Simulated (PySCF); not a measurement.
methyl radical (CH3), SMILES [CH3], multiplicity 2. The structure is a stationary point at PBE-D3(BJ)/def2-TZVPD.

Task: Give the equilibrium geometry at PBE-D3(BJ)/def2-TZVPD (PySCF confirms it by a frequency run) as bond lengths and angles, and its point group. (An estimate is asked for; the answer gives what the named calculation found.)

Result: point group D3h.
Atoms: C1 H2 H3 H4. Bonds (Å): C1–H2 1.087, C1–H3 1.087, C1–H4 1.087. Angles (°): H2–C1–H3 120.0, H2–C1–H4 120.0, H3–C1–H4 120.0.
Charge 0, spin multiplicity 2.
